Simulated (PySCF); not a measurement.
**Exercise with solution: oscillator strength and radiative lifetime**

Si(Br)(OH)2(OMe) (CH5BrO3Si), SMILES CO[Si](O)(O)Br.

Geometry: PBE-D3(BJ)/def2-SVP. The values are those of a single conformer.

TDA-ωB97X/def2-SVPD run with PySCF puts the first singlet state with f over 0.02 at 7.56 eV (vertical), with the transition dipole (-0.050, 0.125, 0.478) in atomic units.

### Question
Find the oscillator strength, the wavelength and the radiative lifetime that this transition would have in vacuum if emission retraced absorption.

### Answer

|μ|² = 0.2466 au, so |μ| = 1.26 D. ΔE = 7.56/27.211 = 0.2778 hartree. f = (2/3) ΔE |μ|² = 0.046 (the program prints 0.046).
λ = 1239.84/7.56 = 164 nm; ν = 60975 cm⁻¹.
Einstein's coefficient A = 0.6670 ν² f s⁻¹ (ν in cm⁻¹) = 1.1e8 s⁻¹, so τ = 1/A = 8.8 ns. This state is S1. The figure is the radiative limit of this one transition; relaxation, internal conversion, crossing to triplets and a medium change what is measured.
